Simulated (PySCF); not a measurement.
Broadened absorption spectrum of C5H7NOS

Compound: C₅H₇NOS.
Geometry (GFN2-xTB, Å), atoms numbered from 1 in this order:
```xyz
15
C5H7NOS angstrom
O     -0.3296   -2.2170   -1.2019
S      0.4099   -0.9756   -1.3803
C      1.6795   -0.8001   -0.0210
C      1.0911    0.5332    0.4212
C     -0.2859    0.3333   -0.1992
C     -1.2107    1.3896   -0.6699
N     -2.2517    1.0260   -0.0170
C     -1.5257   -0.1000    0.6050
H      2.7071   -0.7878   -0.3715
H      1.5304   -1.6007    0.6978
H      1.6017    1.3728   -0.0524
H      1.0780    0.6993    1.4994
H     -1.1115    2.2156   -1.3531
H     -1.9385   -1.0708    0.3341
H     -1.4485   -0.0098    1.6870
```

Method used: TDDFT PBE0/def2-SVPD, vertical, gas phase, core orbitals frozen in the response (PySCF).

Broadening: Gaussians 0.5 eV wide at half height, area fixed by f = 4.319×10⁻⁹ ∫ε dν̃. The width is an assumption, not a result. The curve ends short of the highest state used, and states not computed would add to its high-energy end.

```json
{"E (eV)": "3.89", "ε (L mol⁻¹ cm⁻¹)": "2"}
{"E (eV)": "3.95", "ε (L mol⁻¹ cm⁻¹)": "5"}
{"E (eV)": "4.00", "ε (L mol⁻¹ cm⁻¹)": "11"}
{"E (eV)": "4.05", "ε (L mol⁻¹ cm⁻¹)": "22"}
{"E (eV)": "4.10", "ε (L mol⁻¹ cm⁻¹)": "43"}
{"E (eV)": "4.15", "ε (L mol⁻¹ cm⁻¹)": "79"}
{"E (eV)": "4.20", "ε (L mol⁻¹ cm⁻¹)": "136"}
{"E (eV)": "4.25", "ε (L mol⁻¹ cm⁻¹)": "224"}
{"E (eV)": "4.30", "ε (L mol⁻¹ cm⁻¹)": "351"}
{"E (eV)": "4.35", "ε (L mol⁻¹ cm⁻¹)": "521"}
{"E (eV)": "4.40", "ε (L mol⁻¹ cm⁻¹)": "735"}
{"E (eV)": "4.45", "ε (L mol⁻¹ cm⁻¹)": "986"}
{"E (eV)": "4.50", "ε (L mol⁻¹ cm⁻¹)": "1256"}
{"E (eV)": "4.55", "ε (L mol⁻¹ cm⁻¹)": "1522"}
{"E (eV)": "4.60", "ε (L mol⁻¹ cm⁻¹)": "1753"}
{"E (eV)": "4.65", "ε (L mol⁻¹ cm⁻¹)": "1921"}
{"E (eV)": "4.71", "ε (L mol⁻¹ cm⁻¹)": "2007"}
{"E (eV)": "4.76", "ε (L mol⁻¹ cm⁻¹)": "1973"}
{"E (eV)": "4.81", "ε (L mol⁻¹ cm⁻¹)": "1851"}
{"E (eV)": "4.86", "ε (L mol⁻¹ cm⁻¹)": "1664"}
{"E (eV)": "4.91", "ε (L mol⁻¹ cm⁻¹)": "1443"}
{"E (eV)": "4.96", "ε (L mol⁻¹ cm⁻¹)": "1222"}
{"E (eV)": "5.01", "ε (L mol⁻¹ cm⁻¹)": "1031"}
{"E (eV)": "5.06", "ε (L mol⁻¹ cm⁻¹)": "891"}
{"E (eV)": "5.11", "ε (L mol⁻¹ cm⁻¹)": "809"}
{"E (eV)": "5.16", "ε (L mol⁻¹ cm⁻¹)": "781"}
{"E (eV)": "5.21", "ε (L mol⁻¹ cm⁻¹)": "794"}
{"E (eV)": "5.26", "ε (L mol⁻¹ cm⁻¹)": "828"}
{"E (eV)": "5.31", "ε (L mol⁻¹ cm⁻¹)": "863"}
{"E (eV)": "5.36", "ε (L mol⁻¹ cm⁻¹)": "885"}
{"E (eV)": "5.41", "ε (L mol⁻¹ cm⁻¹)": "887"}
{"E (eV)": "5.46", "ε (L mol⁻¹ cm⁻¹)": "869"}
{"E (eV)": "5.52", "ε (L mol⁻¹ cm⁻¹)": "833"}
{"E (eV)": "5.57", "ε (L mol⁻¹ cm⁻¹)": "811"}
{"E (eV)": "5.62", "ε (L mol⁻¹ cm⁻¹)": "820"}
{"E (eV)": "5.67", "ε (L mol⁻¹ cm⁻¹)": "882"}
```

Q: Locate the maxima and give the states behind the curve.

A: 263 nm (4.72 eV), ε about 2000, made up of S1 (44%) and S2 (55%); 230 nm (5.39 eV), ε about 890, made up of S3 (82%) and S4 (15%) (ε in L mol⁻¹ cm⁻¹; maxima over ε = 5, shares over 10%). At its high-energy end, 5.67 eV, the curve is still rising (ε about 880, from S3, S4 and S5). The states used: S1 4.64 eV (f 0.018); S2 4.77 eV (f 0.021); S3 5.35 eV (f 0.014); S4 5.64 eV (f 0.0050); S5 6.11 eV (f 0.055); S6 6.27 eV (f 0.033).

Q: Coming from long wavelengths, where does ε first pass 100 L mol⁻¹ cm⁻¹?

A: At about 297 nm (4.17 eV), 0.47 eV below S1.

Q: On this curve, what absorbance would a 10⁻³ mol/L sample give at 254 nm over a 1 cm path?

A: 254 nm is 4.881 eV, where ε is about 1600 L mol⁻¹ cm⁻¹, so A = ε c l ≈ 1.6 (Beer–Lambert, with the gas-phase spectrum and the assumed width).

Q: Does any computed singlet lie in the visible range?

A: No computed singlet lies in the visible range (380 to 750 nm); the lowest, at 267 nm, stands 1.38 eV above its violet end (3.26 eV).

Time: 63 s wall; peak memory 0.86 GiB. Hardware: one thread of an Arm Neoverse N1, shared host with 32 logical CPUs at a one-minute load of 22.
